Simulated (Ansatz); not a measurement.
`C[NH][GeH2][CH3]` + CH₃NH₂ → `C[NH][GeH2][NH]C` + CH₄  (ligand exchange at a Ge–C bond)

Computed with Ansatz on PBE0-D4/def2-TZVP structures; ΔE is electronic, products minus reactants. CCSD(T)/CBS adds triple-zeta CCSD(T) − MP2 to the extrapolated MP2 energy (def2 sets, frozen cores). This one scheme is used for every species. Functionals use def2-TZVPP. B3LYP here is the variant with VWN-RPA as its local correlation; programs differ in this. For Ge outer-core shells are correlated without core-valence functions, which leaves a few kJ/mol of doubt a bond. Scalar relativity is left out up to krypton. Each species was taken in one conformer, which may not be the lowest.

Question: Is it downhill or uphill in electronic energy at CCSD(T)/CBS, and by how much? (Estimate.)

Answer: The calculation gave: Downhill: ΔE = -32.5 kJ/mol.

Question: What do these levels give: r2SCAN-D4, B3LYP-D4, r2SCAN, PBE0, B3LYP, MP2/def2-TZVPP, CCSD/def2-TZVPP, CCSD(T)/def2-TZVPP, MP2/def2-QZVPP, HF/CBS(def2), MP2/CBS(def2), CCSD/CBS(def2)? (Estimate.)

Answer: Ansatz gave: r2SCAN-D4 -33.9, B3LYP-D4 -35.6, r2SCAN -32.8, PBE0 -26.9, B3LYP -30.0, MP2/def2-TZVPP -35.2, CCSD/def2-TZVPP -31.9, CCSD(T)/def2-TZVPP -32.9, MP2/def2-QZVPP -34.9, HF/CBS(def2) -32.9, MP2/CBS(def2) -34.7, CCSD/CBS(def2) -31.5 kJ/mol.

Largest T1 diagnostic among the species: 0.011.

The D4 term adds −5.6 kJ/mol with B3LYP and −3.2 kJ/mol with PBE0; it sums over pairs of atoms, weighted by their polarisabilities, and B3LYP, whose exchange is more repulsive, gets the larger term.
